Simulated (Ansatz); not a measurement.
Consider the ligand exchange at the Si–Se bond: `CO[SiH2][SeH]` + `O[SiH](O)F` → `CO[SiH2]O[SiH](O)F` + H₂Se.

Gas-phase electronic energies from Ansatz, PBE0-D4/def2-TZVP geometries. CCSD(T)/CBS is the MP2 limit (def2-TZVPP, def2-QZVPP) plus CCSD(T) − MP2 in def2-TZVPP, frozen cores. This one scheme is used for every species. DFT in def2-TZVPP. B3LYP here is the variant with VWN-RPA as its local correlation; programs differ in this. For Se outer-core shells are correlated without core-valence functions, which leaves a few kJ/mol of doubt a bond. Scalar relativity is left out up to krypton. Each species was taken in one conformer, which may not be the lowest.

`CO[SiH2][SeH]`:

Z-matrix (Å, degrees):
```
C
O 1 1.411
H 1 1.096 2 111.3
H 1 1.096 2 111.6 3 121.5
H 1 1.091 2 108.1 3 -119.1
Si 2 1.639 1 122.4 3 -70.6
Se 6 2.261 2 109.9 1 -170.9
H 6 1.487 2 109.0 1 -48.8
H 6 1.486 2 111.8 1 72.8
H 7 1.469 6 92.7 2 71.4
```

`O[SiH](O)F`:

```xyz
7

O     0.834    0.830   -0.681
Si   -0.173    0.059    0.342
O    -1.207   -0.837   -0.524
F     0.716   -0.840    1.315
H     1.679    1.134   -0.349
H    -0.970    0.952    1.194
H    -0.879   -1.299   -1.297
```

`CO[SiH2]O[SiH](O)F`:

Z-matrix (Å, degrees):
```
C
O 1 1.414
H 1 1.090 2 108.3
H 1 1.095 2 111.2 3 119.2
H 1 1.095 2 111.3 3 -119.2
Si 2 1.650 1 122.9 3 174.0
O 6 1.625 2 105.6 1 -175.2
H 6 1.483 2 109.6 1 -55.8
H 6 1.483 2 110.4 1 66.2
Si 7 1.631 6 138.2 2 5.9
O 10 1.620 7 110.5 6 -19.2
F 10 1.589 7 107.3 6 101.4
H 10 1.467 7 110.7 6 -142.0
H 11 0.965 10 114.8 7 19.5
```

H₂Se:

Cartesian coordinates in Å:
```
Se -0.205 -0.397 -0.519
H 0.495 0.889 -0.424
H -0.290 -0.492 0.942
```

| level | ΔE (kJ/mol) | difference from CCSD(T)/CBS |
| --- | --- | --- |
| PBE0-D4 | -58.4 | 9.2 |
| B3LYP-D4 | -72.4 | -4.8 |
| PBE | -49.7 | 17.9 |
| r2SCAN | -64.4 | 3.2 |
| PBE0 | -55.0 | 12.6 |
| B3LYP | -67.1 | 0.5 |
| SCS-MP2/def2-TZVPP | -71.8 | -4.2 |
| MP2/def2-QZVPP | -65.6 | 2.0 |
| SCS-MP2/def2-QZVPP | -70.5 | -2.9 |
| MP2/CBS(def2) | -63.1 | 4.5 |
| CCSD(T)/CBS | -67.6 | 0 |

Largest T1 diagnostic among the species: 0.012.

The D4 term adds −5.3 kJ/mol with B3LYP and −3.4 kJ/mol with PBE0; it sums over pairs of atoms, weighted by their polarisabilities, and B3LYP, whose exchange is more repulsive, gets the larger term. From PBE to PBE0 (25 % exact exchange), in def2-TZVPP and without D4, ΔE moves by −5.2 kJ/mol.
